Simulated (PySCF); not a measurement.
## Two-dimensional NMR puzzle

Compound of formula C5H7FO2Si. Correlations simulated from computed shifts and the bond graph:

HSQC (one-bond C–H):
```csv
δH,δC
7.53,163.3
4.49,67.8
2.35,29.3
```

COSY cross peaks (H two or three bonds apart, from the bond graph; peaks can be absent where the dihedral angle is near 90°):
```csv
δH,δH
7.53,2.35
4.49,2.35
```

HMBC (two and three bonds, from the bond graph):
```csv
δH,δC
7.53,"170.3, 137.7, 67.8, 29.3"
5.34,"170.3, 163.3, 137.7"
4.49,"170.3, 163.3, 29.3"
2.35,"163.3, 137.7, 67.8"
```

Carbons without hydrogens: δ 170.3, 137.7.

One averaged value for each set of equivalent atoms, a single conformation, no solvent model, non-relativistic. GFN2-xTB geometry; NMR shieldings at PBE0/pcSseg-1/GIAO; PySCF 2.14.0 with density-fitted response routines.

Shifts are taken against calculated references (same method and geometry level): 1H (σref 31.72), 13C (σref 186.93) against TMS.

Exchangeable hydrogens are left out of these lists.

Problem. Assemble the structure.

Solution. SMILES O=C1OCCC=C1[SiH2]F.

Atoms are numbered as in `[O:1]=[C:2]1[O:3][CH2:4][CH2:5][CH:6]=[C:7]1[SiH2:8][F:9]`. Each H is labelled by its parent atom.

δC 170.3 is C2, an ester carbonyl carbon. δC 163.3 is C6, a β carbon of a C=C–C=O unit (δH 7.53). δC 137.7 is C7, an α carbon of a C=C–C=O unit. δC 67.8 is C4, an sp3 CH2 bonded to O (δH 4.49). δC 29.3 is C5, an allylic sp3 CH2 (δH 2.35). HMBC from δH 7.53 reaches the proton-free carbons C2, C7. HMBC from δH 5.34 reaches the proton-free carbons C2, C7. HMBC from δH 4.49 reaches the proton-free carbon C2. HMBC from δH 2.35 reaches the proton-free carbon C7. COSY links 7.53–2.35, 4.49–2.35.

This is the structure that produced the data.

Shifts are as computed. Against solution values, carbons near 30 ppm lie about +3 ppm off and those near 130 ppm about +5 ppm. Of 1211 compounds with measured shifts, 218 miss one by over three times the rms of a fit or turn the order of signals round; such compounds aren't used in these exercises.
